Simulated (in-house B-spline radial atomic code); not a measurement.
Radial electron density of Sr7+, [Ar] 3d10 4s2 4p1. All numbers are computed (scalar-relativistic (X2C) Hartree-Fock with fractional occupations, spin-polarised, spherical fractional occupations; Fermi nucleus of rms radius 4.224 fm) with a radial B-spline atomic code at the basis-set limit, not measured.

Caution: exact exchange at fractional occupations of open shells leaves self-interaction of up to several eV.

One-electron X2C: radii and densities carry no picture-change correction, so inner-shell <1/r> comes out high (for 1s by about 2 % at Z = 33, 5 % at 54, 10 % at 75, 30 % at 118) and <r> low.

Columns: r (bohr), 4πr²n(r) (electrons per bohr), bar.

```
 0.00139    1.382 #
 0.00168    1.901 #
 0.00204    2.626 ##
 0.00248    3.614 ###
 0.00301    4.931 ####
 0.00366    6.693 #####
 0.00444    8.967 #######
 0.00539    11.89 #########
 0.00654    15.52 ############
 0.00794    19.94 ###############
 0.00963    25.04 ###################
  0.0117    30.71 #######################
  0.0142    36.47 ############################
  0.0172    41.68 ################################
  0.0209    45.69 ###################################
  0.0254    47.63 ####################################
  0.0308    47.09 ####################################
  0.0374    44.42 ##################################
  0.0454    41.04 ###############################
  0.0551    39.17 ##############################
  0.0669    40.86 ###############################
  0.0812    46.46 ####################################
  0.0986    53.55 #########################################
    0.12    57.51 ############################################
   0.145    54.65 ##########################################
   0.176    45.67 ###################################
   0.214    36.29 ############################
    0.26    33.21 #########################
   0.315    36.94 ############################
   0.383    41.14 ###############################
   0.465     38.6 ##############################
   0.564    28.82 ######################
   0.685    17.16 #############
   0.831    9.084 #######
    1.01    5.364 ####
    1.22    3.796 ###
    1.49    2.365 ##
     1.8    1.106 #
    2.19   0.3272 
    2.66  0.05884 
    3.23 0.005883 
    3.92 0.0002973 
    4.76 6.571e-06
```

On this grid the curve has 3 maxima, near 0.0254, 0.12, 0.383 bohr.

The 4s up radial function P(r) = rR(r), positive near the nucleus:

```tsv
r (bohr)	P
0.000526	0.01839
0.000776	0.02579
0.00114	0.0359
0.00168	0.04981
0.00248	0.06859
0.00366	0.09311
0.00539	0.1235
0.00794	0.1583
0.0117	0.1921
0.0172	0.2122
0.0254	0.1963
0.0374	0.115
0.0551	-0.04858
0.0812	-0.2526
0.12	-0.3494
0.176	-0.1502
0.26	0.3147
0.383	0.551
0.564	0.08145
0.831	-0.7598
1.22	-1.043
1.8	-0.5639
2.66	-0.11
3.92	-0.005539
```
